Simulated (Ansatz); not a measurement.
Total energies of FH$_{3}$MgOSi, SMILES `[F][Mg][O][SiH3]`.

Cartesian coordinates in Å:
```
F -1.7460 1.4738 -3.1907
Mg -0.9686 0.8175 -1.7702
O -0.1754 0.1479 -0.3210
Si 0.5427 -0.4581 0.9918
H 0.6706 0.5743 2.0611
H -0.2363 -1.5996 1.5537
H 1.9130 -0.9558 0.6752
```

The species carries charge 0 and has multiplicity 1. Correlated methods include outer-core shells of Mg, which these sets cover unevenly. All single points use the PBE0-D4/def2-TZVP geometry. It is one conformer, not always the lowest. Basis def2-TZVPP, the Gaussian-basis code of Ansatz.

RPA on PBE orbitals: Hartree–Fock energy of these orbitals -664.79356 Eh, correlation -1.27895 Eh (frozen core).

```json
{"functional": "r2SCAN", "energy without D4 (Eh)": "-666.55379", "D4 term (kJ/mol)": "-2.6"}
{"functional": "B97M-V", "energy without D4 (Eh)": "-666.50443", "D4 term (kJ/mol)": "–"}
{"functional": "r2SCANh", "energy without D4 (Eh)": "-666.53955", "D4 term (kJ/mol)": "-2.8"}
{"functional": "HSE06 (plane-wave form)", "energy without D4 (Eh)": "-666.25341", "D4 term (kJ/mol)": "-8.5"}
{"functional": "BHLYP", "energy without D4 (Eh)": "-666.61811", "D4 term (kJ/mol)": "-14.0"}
{"functional": "CAM-B3LYP", "energy without D4 (Eh)": "-666.65194", "D4 term (kJ/mol)": "-9.3"}
{"functional": "LC-ωPBE", "energy without D4 (Eh)": "-666.42291", "D4 term (kJ/mol)": "–"}
{"functional": "ωB97X-V", "energy without D4 (Eh)": "-666.54387", "D4 term (kJ/mol)": "–"}
{"functional": "B2PLYP", "energy without D4 (Eh)": "-666.40400", "D4 term (kJ/mol)": "–"}
{"functional": "PBE-QIDH", "energy without D4 (Eh)": "-666.14017", "D4 term (kJ/mol)": "–"}
```

Problem. Give the same for LDA (SPW92), PBE, revPBE, BLYP, PBE0, B3LYP, r2SCAN0, ωB97M-V. (Best estimate.)

Solution. The calculation gave: 
```tsv
functional	energy without D4 (Eh)	D4 term (kJ/mol)
LDA (SPW92)	-663.37556	–
PBE	-666.22450	-10.7
revPBE	-666.51074	-31.5
BLYP	-666.66897	-23.5
PBE0	-666.27331	-9.1
B3LYP	-666.73305	-17.4
r2SCAN0	-666.51915	-3.1
ωB97M-V	-666.60227	–
```

B3LYP takes the VWN-RPA correlation (the form of Gaussian; ORCA's B3LYP/G). HSE06 is the plane-wave form, built on full-range PBE exchange. The double hybrids freeze the cores in their second-order part.

LC-ωPBE has ω = 0.4 bohr⁻¹.
